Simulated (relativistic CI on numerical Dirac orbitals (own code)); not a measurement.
Radial Dirac CI calculation of Lu I.

Command:

```sh
python run_levels.py task.json out
```

Input:

```
atom Lu  Z=71  charge=0  electrons=71
nucleus A=175  rms_radius_fm=5.3700
hamiltonian dirac-coulomb  breit=on  qed=on  c_scale=1
orbitals kli  potential=per-configuration
slater_scale 1
correlation none
mixing on
grid step=0.0125 r_max=259.4
scf mixing=0.4 start=green max_iterations=150 tolerance=2e-08 node_fill=0.05
configurations
  [Xe] 4f14 5d 6s2
  [Xe] 4f14 6s2 6p
  [Xe] 4f14 5d 6s 6p
  [Xe] 4f14 5d2 6s
  [Xe] 4f14 5d3
end
```

Output:

```
SCF 1: [Xe] 4f14 5d 6s2
 iter      energy (Ha)   residual   last orbital (Ha)
    1    -14556.849332   2.57e+00     -0.34549
    2    -14571.522526   4.86e-01     -0.20917
    3    -14572.175769   3.00e-01     -0.23741
    4    -14572.320110   1.93e-01     -0.26929
    5    -14572.392320   3.14e-02     -0.27636
    6    -14572.391711   3.01e-02     -0.28002
    7    -14572.389595   1.20e-02     -0.28138
    8    -14572.388000   2.09e-03     -0.28129
    9    -14572.387804   8.27e-04     -0.28127
   10    -14572.387670   1.72e-05     -0.28135
   11    -14572.387672   1.91e-06     -0.28135
   12    -14572.387673   2.15e-07     -0.28136
   13    -14572.387673   1.09e-08     -0.28136
SCF 2: [Xe] 4f14 6s2 6p
 iter      energy (Ha)   residual   last orbital (Ha)
    1    -14557.898202   2.42e+00     -0.14992
    2    -14571.602072   4.96e-01     -0.12167
    3    -14572.189531   2.86e-01     -0.13204
    4    -14572.356968   1.01e-01     -0.14365
    5    -14572.387070   5.15e-02     -0.14615
    6    -14572.383302   1.36e-02     -0.14607
    7    -14572.381723   1.35e-03     -0.14577
    8    -14572.381473   3.75e-04     -0.14584
    9    -14572.381443   4.37e-05     -0.14588
   10    -14572.381439   2.94e-05     -0.14587
   11    -14572.381443   4.18e-06     -0.14587
   12    -14572.381444   1.02e-07     -0.14587
   13    -14572.381444   9.93e-09     -0.14587
SCF 3: [Xe] 4f14 5d 6s 6p
 iter      energy (Ha)   residual   last orbital (Ha)
    1    -14556.972499   2.53e+00     -0.14992
    2    -14571.457099   4.87e-01     -0.11261
    3    -14572.088676   3.02e-01     -0.14105
    4    -14572.255903   1.44e-01     -0.13719
    5    -14572.309955   5.64e-02     -0.13174
    6    -14572.302681   8.73e-03     -0.13019
    7    -14572.306757   1.72e-02     -0.12791
    8    -14572.304539   1.32e-03     -0.12787
    9    -14572.304389   2.92e-04     -0.12782
   10    -14572.304352   1.76e-05     -0.12777
   11    -14572.304355   3.13e-06     -0.12777
   12    -14572.304356   1.91e-06     -0.12777
   13    -14572.304356   3.04e-08     -0.12777
   14    -14572.304356   9.75e-09     -0.12777
SCF 4: [Xe] 4f14 5d2 6s
 iter      energy (Ha)   residual   last orbital (Ha)
    1    -14555.780891   2.68e+00     -0.34549
    2    -14571.236011   5.10e-01     -0.19679
    3    -14572.039688   3.19e-01     -0.23975
    4    -14572.195463   2.49e-01     -0.24718
    5    -14572.293514   1.29e-02     -0.25539
    6    -14572.287778   2.03e-02     -0.25569
    7    -14572.293140   1.51e-02     -0.25618
    8    -14572.291078   1.64e-03     -0.25567
    9    -14572.291186   7.15e-04     -0.25574
   10    -14572.291285   2.78e-05     -0.25579
   11    -14572.291281   4.31e-06     -0.25580
   12    -14572.291280   8.30e-07     -0.25580
   13    -14572.291280   5.98e-08     -0.25580
   14    -14572.291280   6.76e-08     -0.25580
   15    -14572.291280   1.14e-08     -0.25580
SCF 5: [Xe] 4f14 5d3
 iter      energy (Ha)   residual   last orbital (Ha)
    1    -14554.580967   2.74e+00     -0.54877
    2    -14570.930950   6.88e-01     -0.07673
    3    -14571.870863   3.30e-01     -0.13528
    4    -14572.088120   2.17e-01     -0.10345
    5    -14572.167651   3.22e-02     -0.11680
    6    -14572.172661   1.94e-02     -0.12015
    7    -14572.172397   9.54e-03     -0.11800
    8    -14572.171365   1.51e-04     -0.11737
    9    -14572.171240   8.09e-04     -0.11740
   10    -14572.171337   2.01e-05     -0.11746
   11    -14572.171337   6.05e-06     -0.11746
   12    -14572.171337   3.77e-07     -0.11746
   13    -14572.171337   1.63e-08     -0.11746
orbital energies (Ha): 4f5/2 -0.5244  4f7/2 -0.4687  5s -2.3381  5p1/2 -1.4413  5p3/2 -1.1894  5d3/2 -0.1759  5d5/2 -0.1654  6s -0.2814
configuration averages (Ha): Dirac-Coulomb, Breit, QED
  5d 6s2                      -14572.387673   14.855953   10.049893
  6s2 6p                      -14572.381444   14.856330   10.050079
  5d 6s 6p                    -14572.304356   14.855889   10.049563
  5d2 6s                      -14572.291280   14.855578   10.049457
  5d3                         -14572.171337   14.855222   10.049043
levels: no., configuration, term, J, E (cm-1), weight
   1 6s2 6p                 2P*  1/2              0.0  0.89
   2 5d 6s2                 2D   3/2            988.4  0.92
   3 5d 6s2                 2D   5/2           2394.3  0.92
   4 6s2 6p                 2P*  3/2           3430.3  0.89
   5 5d 6s 6p               4F*  3/2          10417.3  0.97
   6 5d 6s 6p               4F*  5/2          11436.8  0.96
   7 5d 6s 6p               4F*  7/2          12918.7  0.98
   8 5d 6s 6p               4F*  9/2          14786.2  1.00
   9 5d 6s 6p               4D*  1/2          15205.7  0.98
  10 5d 6s 6p               4D*  3/2          15549.9  0.94
  11 5d 6s 6p               4D*  5/2          16181.9  0.80
  12 5d2 6s                 4F   3/2          16666.3  1.00
  13 5d 6s 6p               2D*  5/2          16933.4  0.43
  14 5d2 6s                 4F   5/2          17013.3  1.00
lowest total energy -14547.502478 Ha
end: converged
```

With so few configurations and no correlation the model can put configurations in the wrong order; the tabulated ground configuration is [Xe] 4f14 5d 6s2.
